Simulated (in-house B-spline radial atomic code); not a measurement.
Zn⁺. Computed with a B-spline radial atomic code. Model: all-electron spherical atom, spin shells full or empty, radial basis limit, no spin-orbit coupling, Breit or QED, empty-state partial waves extrapolated as (l+1/2)^-4, RPA, G0W0 and static COHSEX of the highest shell as one setting changes (uncorrelated shells keep exact exchange).

In a row where one electron alone is correlated, RPA and GW hold only self-correlation.

Given: element Zn; charge 1; filled core Ar; hamiltonian one-electron scalar X2C; mean-field start Hartree-Fock; highest l of empty states 9; nuclear rms radius 3.9283 fm; highest mean-field shell 4s up.

Shell: 3d 5 5, 4s 1 0 (electrons up and down).

```
lowest nl shells left uncorrelated  RPA correlation energy (hartree)  G0W0 level (eV)  G0W0 minus most complete (meV)  COHSEX level (eV)
                                 0                           -2.0007           -18.09                               0            -19.067
                                 1                           -1.8543           -18.09                             0.2            -19.066
                                 2                           -1.6873          -18.092                            -2.5            -19.072
                                 3                                 ?                ?                               ?                  ?
                                 4                           -1.0607          -18.137                           -47.6            -19.159
                                 5                                 ?                ?                               ?                  ?
                                 6                         -0.012327          -17.448                             642            -18.086
```

What follows for lowest nl shells left uncorrelated = 3?

RPA correlation energy -1.23 hartree; G0W0 level -18.084 eV; G0W0 minus most complete 6 meV; COHSEX level -19.056 eV.

What follows for lowest nl shells left uncorrelated = 5?

RPA correlation energy -0.58792 hartree; G0W0 level -18.109 eV; G0W0 minus most complete -19.4 meV; COHSEX level -19.123 eV.
